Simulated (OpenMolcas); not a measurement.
Ti3+ (d1) among equal point charges was computed by CASSCF with the d shell active (OpenMolcas, ANO-RCC-VDZP on the metal). Its lowest spin-free states, and all those of the highest spin:

| 2S+1 | Degeneracy | E (cm-1) |
| --- | --- | --- |
| 2 | 3 | 0.0 |
| 2 | 2 | 11645 |

**Question.** Is the site octahedral, tetrahedral or cube-like, axial, or of lower symmetry?

**Answer.** The states with 2S+1 = 2 have orbital degeneracies 3, 2. Threefold states need a cubic site. For d1 at this spin an octahedron puts the threefold T2 below the twofold E and a tetrahedron or cube puts the twofold E below the threefold T2, so the site is octahedral. The first gap at this spin, 11600 cm-1, is |10Dq| in ligand-field theory. The run had Ti3+ among 6 point charges of -1.6 e arranged as an octahedron (Oh), 1.75 Å from the ion.

An orbital triplet at a regular site is open to Jahn-Teller coupling, which can distort the site and quench the lowest spin-orbit gaps and is left out. This is an electrostatic model: the charges have no orbitals. No measured value stands beside these numbers.
